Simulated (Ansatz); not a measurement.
Two isomers of C2H7FSSi: A = `FCSC[SiH3]`, B = `CC(S)[SiH2]F`.

Gas-phase electronic energies from Ansatz, PBE0-D4/def2-TZVP geometries. CBS: MP2 limit from def2 TZ/QZ plus the TZ coupled-cluster correction, frozen cores. DFT in def2-TZVPP. Each species was taken in one conformer, which may not be the lowest.

A:

Z-matrix (Å, degrees):
```
C
S 1 1.778
F 1 1.381 2 112.7
H 1 1.092 2 106.6 3 119.1
H 1 1.092 2 111.1 3 -120.7
C 2 1.813 1 100.3 3 71.8
Si 6 1.881 2 111.9 1 79.6
H 6 1.093 2 105.7 1 -161.3
H 6 1.092 2 109.2 1 -46.9
H 7 1.484 6 109.0 2 63.5
H 7 1.489 6 110.7 2 -176.1
H 7 1.487 6 110.2 2 -56.1
```

B:

```xyz
12

C     1.477   -0.145    0.075
C     0.099   -0.314   -0.538
S    -0.315    0.943   -1.792
Si   -1.357   -0.229    0.630
F    -1.150   -1.231    1.869
H     2.253   -0.139   -0.694
H     1.548    0.795    0.629
H     1.685   -0.959    0.775
H     0.043   -1.253   -1.099
H    -0.237    2.010   -0.978
H    -1.443    1.144    1.187
H    -2.603   -0.621   -0.064
```

(1) Which is lower in electronic energy at CCSD(T)/CBS, and by how much? (Best estimate.)

(2) Give E(B) − E(A) in kJ/mol with ωB97M-V, B2PLYP, MP2/def2-TZVPP, CCSD/def2-TZVPP, r2SCAN-D4, PBE-D4, HF/def2-TZVPP. (An estimate is asked.)

Largest T1 diagnostic: 0.012.

Answers

(1) Ansatz gave: B, by 230.0 kJ/mol.

(2) The calculation gave: ωB97M-V -222.5, B2PLYP -224.5, MP2/def2-TZVPP -238.5, CCSD/def2-TZVPP -229.6, r2SCAN-D4 -220.2, PBE-D4 -207.0, HF/def2-TZVPP -226.9. None reverses the order clearly.

From PBE to PBE0 (25 % exact exchange), in def2-TZVPP and without D4, E(B) − E(A) moves by −8.7 kJ/mol.
